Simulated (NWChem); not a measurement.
System: H$_{2}$TeS; SMILES [TeH]S

```xyz
4

Te     0.0281     0.5859     0.0082
H     -1.6346     0.7698     0.0125
S      0.0107    -1.8264     0.0530
H      0.0047    -2.0156    -1.2865
```
Atoms are numbered in this order, from 1.

All runs use the structure optimised with PBE0/def2-SVP. def2 effective core potentials on Te; no spin-orbit coupling.

 States above −ε(HOMO) = 5.6 eV lie in this functional's continuum and hang on the basis.

Problem. List the 6 lowest vertical singlet excitations from PBE/def2-SVPD with def2 effective core potentials on Te, full TDDFT (NWChem).

Solution. 
| state | energy (eV) | oscillator strength | leading excitation (squared amplitude) |
|---|---|---|---|
| S1 | 3.04 | 0.002 | HOMO → LUMO (1.00) |
| S2 | 3.74 | 0.007 | HOMO−1 → LUMO (1.00) |
| S3 | 4.49 | 0.017 | HOMO → LUMO+1 (0.98) |
| S4 | 5.09 | 0.014 | HOMO → LUMO+2 (0.96) |
| S5 | 5.21 | 0.004 | HOMO−1 → LUMO+1 (0.95) |
| S6 | 5.86 | 0.014 | HOMO−1 → LUMO+2 (0.93) |
